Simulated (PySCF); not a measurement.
## Calculated data, CH7ClGe2, AlClGeH3O, CH6BGeO, B2GeH4N and others

Calculation on a computer-drawn molecule: optimised geometry and harmonic frequencies of an isolated molecule of the commonest isotopes, restricted reference for singlets and unrestricted otherwise, frozen core in MP2; on germanium a core potential holds 10 electrons, which the energies leave out, and 3d is frozen in MP2 and coupled-cluster steps. Program: PySCF 2.14.0.

Common to all runs: basis and core potential on germanium cc-pVDZ-PP ECP10MDF.

(1) CH7ClGe2

Start structure:
```xyz
11
CH7ClGe2
Cl    -0.7079     1.9752    -2.0419
Ge    -0.8243     0.3750    -0.6958
C      1.0781    -0.0483    -0.2248
Ge     1.9057     1.2298     0.9250
H     -1.6001     0.8189     0.4609
H     -1.5007    -0.7429    -1.3865
H      1.0541    -1.0792     0.2564
H      1.6500    -0.2526    -1.1628
H      1.1475     1.3886     2.1697
H      3.2822     0.7517     1.3267
H      2.0053     2.5232     0.2564
```

It was run with charge 0, multiplicity 1, method HF and basis cc-pV(D+d)Z.

The calculation gives: rotational constants 3.482, 0.8981, 0.7471 GHz; total energy -1088.2395 hartree; convergence status largest gradient component 7.118e-06 hartree/bohr.

Drawn bonds:
```
atom  other atom  order
   1           2      1
   2           3      1
   3           4      1
   2           5      1
   2           6      1
   3           7      1
   3           8      1
   4           9      1
   4          10      1
   4          11      1
```

Optimised structure:
```xyz
11
CH7ClGe2
Cl    -0.8612     2.2176    -1.7322
Ge    -0.8157     0.2942    -0.6939
C      1.0266    -0.0939    -0.1932
Ge     1.9715     1.2667     0.8823
H     -1.7302     0.4529     0.5171
H     -1.3824    -0.7193    -1.6842
H      1.0099    -1.0292     0.3762
H      1.6002    -0.2795    -1.1047
H      1.0817     1.7198     2.0454
H      3.2490     0.6384     1.4515
H      2.3406     2.4716     0.0190
```

Modes:
```
frequency (cm⁻¹)  reduced mass (dalton)
           32.79                  2.807
           99.78                  1.698
           112.5                  2.371
             188                  4.478
           411.9                  26.66
           455.1                  1.697
           504.5                  1.229
             534                  1.114
             660                  1.351
           700.8                  1.295
           714.9                   2.18
           790.9                  1.327
           861.2                  1.163
             927                  1.048
           956.8                  1.025
           964.2                   1.02
           969.9                  1.022
            1104                  1.022
            1177                  1.385
            1504                  1.085
            2212                  1.023
            2223                  1.019
            2250                  1.022
            2252                  1.018
            2261                  1.016
            3185                  1.061
            3249                  1.102
```

(2) AlClGeH3O

Start structure:
```xyz
7
AlClGeH3O
Al    -2.7722     0.2038    -1.5886
O     -1.9028     0.0317    -0.1451
Ge    -0.8118     0.3750     1.1676
Cl    -0.6746     2.5359     1.3609
H     -2.0486     0.9250    -2.8139
H     -1.3940    -0.1458     2.4696
H      0.5845    -0.1274     0.8413
```

It was run with charge 0, multiplicity 2, method MP2 and basis cc-pV(D+d)Z.

Results for AlClGeH3O: rotational constants 4.332, 1.636, 1.217 GHz; total energy -1071.9620 hartree; spin squared 0.7562; convergence status largest gradient component 3.277e-06 hartree/bohr.

Drawn bonds:
```
atom  other atom  order
   1           2      1
   2           3      1
   3           4      1
   1           5      1
   3           6      1
   3           7      1
```

Optimised structure:
```xyz
7
AlClGeH3O
Al    -2.6761     0.1313    -1.6279
O     -1.9794    -0.2253    -0.0914
Ge    -0.8330     0.3457     1.1432
Cl    -0.7387     2.5138     1.0613
H     -1.9896     1.2368    -2.5519
H     -1.3734    -0.0287     2.5205
H      0.5707    -0.1755     0.8380
```

Modes:
```
frequency (cm⁻¹)  reduced mass (dalton)
           33.18                  2.008
           58.63                  11.75
           128.8                  1.663
           218.9                  9.352
           421.6                  36.82
           497.2                  13.92
             561                  1.173
           610.6                  1.164
           681.3                  1.052
             818                  1.164
           883.8                  1.094
           974.9                  4.667
            1869                  1.044
            2225                  1.019
            2237                  1.022
```

(3) CH6BGeO

Start structure:
```xyz
10
CH6BGeO
C      0.3378     1.2906     0.1210
B     -0.3889     0.2681    -0.4268
Ge     0.2366    -1.6741    -0.3610
O      0.6271    -2.2989    -1.9752
H      1.0699     1.1008     0.9428
H      0.5269     2.2456    -0.3241
H     -1.3932     0.4409    -1.0016
H      1.4823    -2.0749     0.3705
H     -0.8317    -2.7278     0.2020
H     -0.0032    -2.2735    -2.6575
```

It was run with charge 0, multiplicity 2, method HF and basis cc-pVDZ.

It finds rotational constants 12.77, 2.423, 2.141 GHz; total energy -434.2539 hartree; spin squared 0.757; convergence status largest gradient component 1.31e-05 hartree/bohr.

Drawn bonds:
```
atom  other atom  order
   1           2      1
   2           3      1
   3           4      1
   1           5      1
   1           6      1
   2           7      1
   3           8      1
   3           9      1
   4          10      1
```

Optimised structure:
```xyz
10
CH6BGeO
C      0.3269     1.3319     0.2918
B     -0.1542     0.2462    -0.6833
Ge     0.3184    -1.7737    -0.4391
O      0.3854    -2.6208    -2.0197
H      0.9797     1.1308     1.1367
H      0.0418     2.3756     0.1910
H     -0.8526     0.5679    -1.6074
H      1.7051    -2.0284     0.1587
H     -0.7308    -2.4773     0.4448
H     -0.3560    -2.4555    -2.5833
```

Modes:
```
frequency (cm⁻¹)  reduced mass (dalton)
           42.91                  2.707
           131.4                  2.369
           184.6                  1.183
           210.9                  1.181
           269.9                  3.202
           425.3                  1.255
           546.6                   2.88
           704.3                   1.19
           715.1                  7.024
           753.8                   1.14
           826.4                  1.152
           868.6                  1.492
           901.7                  1.173
           949.6                  1.031
           971.5                  1.108
            1104                  1.968
            1240                  2.151
            1567                  1.191
            2174                  1.021
            2228                  1.019
            2688                  1.093
            3268                  1.056
            3354                  1.113
            4160                  1.067
```

(4) B2GeH4N

Start structure:
```xyz
8
B2GeH4N
B      1.3275    -0.7682    -3.1982
N      1.7991    -0.3809    -1.9384
B      2.2096    -0.0111    -0.8318
Ge     2.9011     0.7620     0.7969
H      0.3561    -0.4598    -3.5849
H      2.0191    -1.5825    -3.8388
H      3.7098    -0.2534     1.6379
H      1.8191     1.1361     1.7920
```

It was run with charge 0, multiplicity 2, method HF and basis cc-pVDZ.

Drawn bonds:
```
atom  other atom  order
   1           2      1
   2           3      2
   3           4      1
   1           5      1
   1           6      1
   4           7      1
   4           8      1
```

(5) CH5GeOSi

Start structure:
```xyz
9
CH5GeOSi
O     -1.1452     0.3036     1.2036
C     -0.4532    -0.5604     0.5900
Si     1.3251    -0.9292     0.4702
Ge     2.6323    -1.3366     2.3641
H     -0.6723     1.1711     1.3701
H     -1.1485    -1.4222     0.3094
H      1.5981    -0.9292    -0.9519
H      2.4776    -2.8087     2.4509
H      1.5611    -0.9167     3.4217
```

Here we set charge 1, multiplicity 1, method HF and basis cc-pV(D+d)Z.

Drawn bonds:
```
atom  other atom  order
   1           2      1
   2           3      2
   3           4      1
   1           5      1
   2           6      1
   3           7      1
   4           8      1
   4           9      1
```

(6) BClGeH3O

Start structure:
```xyz
7
BClGeH3O
O     -0.3840    -1.6653     2.2904
B      0.9391    -1.7836     2.4615
Cl     1.4955    -2.1384     4.1118
Ge     2.3491    -1.4818     0.9678
H     -0.6556    -1.4851     1.4023
H      1.8163    -1.6421    -0.4642
H      3.6763    -2.2178     1.1364
```

Settings of this run: charge 0, multiplicity 2, method MP2 and basis cc-pV(D+d)Z.

Drawn bonds:
```
atom  other atom  order
   1           2      1
   2           3      1
   2           4      1
   1           5      1
   4           6      1
   4           7      1
```

To be estimated
1. B2GeH4N (entry 4): total energy?
2. Give the missing spin squared for B2GeH4N (entry 4).
3. What rotational constants does the calculation give for B2GeH4N (entry 4)?
4. Give the missing rotational constants for CH5GeOSi (entry 5).
5. Give the missing total energy for CH5GeOSi (entry 5).
6. Estimate the spin squared of BClGeH3O (entry 6).
7. Estimate the total energy of BClGeH3O (entry 6).
8. Give the missing rotational constants for BClGeH3O (entry 6).
9. Give the table of modes values for BClGeH3O (entry 6).

## Answers
1. -399.5350 hartree
2. 0.7571
3. 82.22, 1.445, 1.426 GHz
4. 6.881, 1.766, 1.438 GHz
5. -697.6301 hartree
6. 0.7613
7. -854.7327 hartree
8. 6.067, 1.748, 1.361 GHz
9. 
Modes:
```
frequency (cm⁻¹)  reduced mass (dalton)
           153.1                  1.906
           160.7                  1.721
           265.1                   5.23
           353.7                  1.418
           460.8                  7.273
           474.1                  2.774
           521.8                  1.397
           580.2                  1.095
           849.9                  2.513
           884.8                  1.078
            1136                  1.616
            1331                  9.517
            2160                  1.019
            2203                  1.023
            3850                  1.066
```

Further results for B2GeH4N (entry 4):

* convergence status largest gradient component: 1.788e-05 hartree/bohr

Optimised structure:
```xyz
8
B2GeH4N
B      1.3498    -0.8270    -3.2241
N      1.7989    -0.3808    -1.9676
B      2.1914     0.0059    -0.8507
Ge     2.8892     0.7263     0.9253
H      0.3115    -0.4184    -3.6713
H      2.0046    -1.6166    -3.8509
H      3.8269    -0.2518     1.6283
H      1.7692     1.2045     1.8457
```

Modes:
```
frequency (cm⁻¹)  reduced mass (dalton)
           92.57                  1.015
           121.3                  4.167
           132.1                  2.977
           323.5                  3.221
           332.2                  4.982
           377.4                  8.498
           585.9                  1.204
           625.8                  1.304
           922.9                  1.028
            1017                  1.382
            1106                  1.365
            1114                  2.885
            1360                  1.403
            2105                  11.26
            2237                  1.022
            2242                  1.026
            2658                   1.05
            2721                  1.129
```

Further results for CH5GeOSi (entry 5):

- convergence status largest gradient component: 1.389e-05 hartree/bohr

Optimised structure:
```xyz
9
CH5GeOSi
O     -1.0308     0.4043     1.2707
C     -0.3765    -0.2272     0.3847
Si     0.6874    -1.7655     0.5157
Ge     2.0688    -1.3958     2.2755
H     -0.9230     0.0794     2.1615
H     -0.5988     0.1715    -0.6056
H      1.3864    -1.8778    -0.7725
H      3.3827    -2.1263     2.4657
H      1.5789    -0.6909     3.5323
```

Modes:
```
frequency (cm⁻¹)  reduced mass (dalton)
           89.22                  5.019
           135.3                  2.153
           251.7                  1.344
           346.1                   2.64
           368.5                   1.69
             447                  1.386
           530.9                  1.346
           560.2                   1.52
           663.7                  2.242
             700                  1.569
           815.9                  1.219
             947                  1.032
            1094                  1.179
            1323                  1.125
            1515                  2.018
            1610                  2.322
            2280                  1.018
            2315                  1.023
            2375                  1.043
            3306                   1.09
            4030                  1.067
```

Further results for BClGeH3O (entry 6):

* convergence status largest gradient component: 2.091e-05 hartree/bohr

Optimised structure:
```xyz
7
BClGeH3O
O     -0.4091    -1.6570     2.3101
B      0.9349    -1.7933     2.4706
Cl     1.5060    -2.1385     4.1066
Ge     2.3290    -1.5144     0.9713
H     -0.6352    -1.4759     1.3861
H      1.8214    -1.6377    -0.4778
H      3.6897    -2.1973     1.1391
```
